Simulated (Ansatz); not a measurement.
The cluster Cd₂Te (the lowest singlet isomer of a short search) was relaxed with PBE0-D4 (def2-TZVP) in Ansatz in these states: neutral quintet, neutral singlet, neutral triplet. The geometries follow in no particular order.

In the def2 sets Cd, Te take a core potential; there is no spin–orbit coupling.

A:

```xyz
3

Cd    1.596    1.316    0.120
Cd   -1.457   -0.718   -1.287
Te   -0.139   -0.598    1.168
```

B:

```xyz
3

Cd   -1.9993    0.8777    1.6198
Cd    1.9998   -0.8788   -1.6184
Te   -0.0005    0.0011   -0.0014
```

C:

```xyz
3

Cd   -1.148    1.057   -0.944
Cd    1.733   -0.411   -0.392
Te   -0.586   -0.647    1.336
```

Problem. Judge from the bond lengths which geometry belongs to which state (an estimate).

Solution. A is the neutral triplet (Cd2–Te3 2.789 Å, Cd1–Te3 2.789 Å); B is the neutral singlet (Cd2–Te3 2.719 Å, Cd1–Te3 2.719 Å); C is the neutral quintet (Cd2–Te3 2.902 Å, Cd1–Te3 2.902 Å).

At PBE0-D4/def2-TZVP a triplet lies 0.10 eV below the neutral singlet. At PBE0-D4/def2-TZVP a triplet lies 2.94 eV below the neutral quintet. These are the stationary points nearest to one start from a short search; other shapes may lie lower in each state.
